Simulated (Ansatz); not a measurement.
A structure relaxed at PBE0/def2-SVP in Ansatz, charge 0, singlet:

Cartesian coordinates in Å:
```
Be -0.244 -1.305 1.239
Be 0.216 -1.056 -0.984
Be -0.027 1.797 0.039
Be 1.676 0.593 -0.371
Be 0.744 0.555 1.539
Be 0.396 0.828 -1.948
Be -1.307 0.533 1.113
Be -1.732 -1.271 -0.162
Be -1.401 0.560 -1.011
Be 1.679 -1.234 0.546
```

(1) Give its formula and point group.

(2) Summarise the bond lengths by kind (pairs closer than 1.2 times the sum of covalent radii, bridged metal pairs left out).

Results:

(1) the cluster Be₁₀. Point group C3v (tolerance 0.1 Å).

(2) 24 × Be–Be 2.04 to 2.29 Å.

The restricted singlet is unstable towards broken spin symmetry in Hartree–Fock (as tested in another run); at PBE0/def2-SVP this wasn't settled. Another isomer (singlet) lies 0.17 eV lower at PBE0/def2-TZVP; other spin states weren't run for this one.
